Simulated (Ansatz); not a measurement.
Cost and result for the atomization energy of `C[CH2][InH][NH2]` (12 atoms, 11 bonds).

```xyz
12

C    -1.1018    0.9855   -0.6396
C    -1.0765    0.2450    0.6908
In    0.7055   -0.9339    0.9826
N     1.9742   -0.8306   -0.5820
H    -1.0499    0.2979   -1.4879
H    -0.2598    1.6761   -0.7362
H    -2.0174    1.5749   -0.7580
H    -1.1530    0.9430    1.5295
H    -1.9356   -0.4261    0.7820
H     1.2517   -1.9314    2.2694
H     2.8579   -1.3087   -0.6355
H     1.8047   -0.2917   -1.4149
```

The species carries charge 0 and has multiplicity 1. Correlated methods include outer-core shells of In, which these sets cover unevenly. In: def2 effective core potential. All single points use the PBE0-D4/def2-TZVP geometry. It is one conformer, not always the lowest. Program: Ansatz. All runs use 4 threads of an INTEL XEON PLATINUM 8581C on a shared host. Times are those of one run each, without the atoms' runs, and a repeat can differ threefold. Electronic energies, without spin–orbit coupling; frozen cores. CCSD(T)/CBS adds CCSD(T) − MP2 in def2-TZVPP to the MP2 limit, and its time is that of the two runs behind it. T1 = 0.014. With those shells the extrapolation isn't a true limit. B3LYP takes the VWN-RPA correlation (the form of Gaussian; ORCA's B3LYP/G). HSE06 is the plane-wave form, built on full-range PBE exchange.

CCSD(T)/CBS is a level of theory with its own doubt, some kJ/mol a heavy atom from the limit and from the frozen cores, so smaller differences don't rank the functionals.

```tsv
level	functions	wall time	atomization (kJ/mol)	difference from CCSD(T)/CBS	per bond
LDA (SPW92)/def2-TZVPP	255	0.75 s	4541.4	529.2	48.1
BLYP-D4/def2-TZVPP	255	1.2 s	3974.4	-37.8	-3.4
PBE-D4/def2-TZVPP (with forces)	255	1.4 s	4046.9	34.7	3.1
BHLYP-D4/def2-TZVPP	255	1.6 s	3896.4	-115.8	-10.5
HSE06-D4/def2-TZVPP	255	1.7 s	3994.4	-17.8	-1.6
B3LYP-D4/def2-TZVPP (with forces)	255	2.5 s	3993.3	-18.9	-1.7
PBE-QIDH/def2-TZVPP	255	3.1 s	3964.8	-47.4	-4.3
CCSD(T)/def2-SVP	108	3.2 s	3771.5	-240.7	-21.9
B97M-V/def2-TZVPP	255	3.5 s	3998.2	-14.0	-1.3
ωB97M-V/def2-TZVPP (with forces)	255	4.9 s	4011.0	-1.2	-0.1
MP2/def2-QZVPP	493	16 s	3981.9	-30.3	-2.8
CCSD(T)/def2-TZVPP	255	81 s	3909.5	-102.7	-9.3
CCSD(T)/CBS(def2)	–	96 s	4012.2	0.0	0.0
```

Leaving LDA and LC-ωPBE aside and taking each functional with its dispersion term where it has one, the values spread over 150.4 kJ/mol, from BHLYP-D4 to PBE-D4. LDA lies +515.2 kJ/mol from PBE without D4, its usual overbinding. From BLYP to BHLYP (50 % exact exchange), in def2-TZVPP and without D4, the atomization energy moves by −60.0 kJ/mol: exact exchange takes away binding that semilocal exchange gives to molecules. At CCSD(T), def2-SVP lies −240.7 kJ/mol from the extrapolated value and def2-TZVPP −102.7 kJ/mol: correlation converges slowly with the basis, and small sets miss more of it in the bonded molecule than in its fragments.

Spin–orbit coupling would lower the free In atoms strongly, and the atomization energy with them, by more than many differences here.
